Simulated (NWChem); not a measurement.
System: HSF2 cation; SMILES F[SH+]F

Give the equilibrium geometry at PBE0/def2-SVP (NWChem) as an XYZ file, with the point group.

point group Cs; any orientation.
```
4

F     -0.4891    -0.0220    -1.2029
S      0.4827    -0.0317     0.0000
F     -0.4891    -0.0220     1.2029
H      0.7424     1.3230     0.0000
```
